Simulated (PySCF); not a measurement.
# Si: excitation energy

Si [Ne] 3s2 3p2 (3P) → Si [Ne] 3s1 3p2 3d1 (high-spin determinant), as a difference of total energies. Calculation: PySCF 2.14, in aug-cc-pV(Q+d)Z (7s6p5d3f2g, 89 functions); the non-relativistic Hamiltonian (point nucleus). Correlated levels: valence: [Ne] frozen. The calculations carry no spin-orbit coupling.

```
           method  excitation energy (eV)
              UHF                   9.978
              LDA                  11.173
              PBE                  11.042
             PBE0                  11.075
           r2SCAN                  10.844
             MN15                  11.491
             BLYP                  11.352
              M06                  11.252
           B2PLYP                  11.446
    MP2 (valence)                  11.107
SCS-MP2 (valence)                  11.532
```

Question: How much does correlation contribute at MP2 (valence)?

Answer: 11.107 − (9.978) = 1.129 eV, measured against UHF.

The upper state lies above the first ionisation limit, but in LS coupling its spin forbids autoionisation to the ground ion.

The promoted electron is Rydberg-like, and one or two diffuse shells describe it only roughly, which tends to raise the upper state.

The determinant of the upper state mixes LS terms, which raises its energy above the lowest term, most at the Hartree-Fock and MP2 levels.
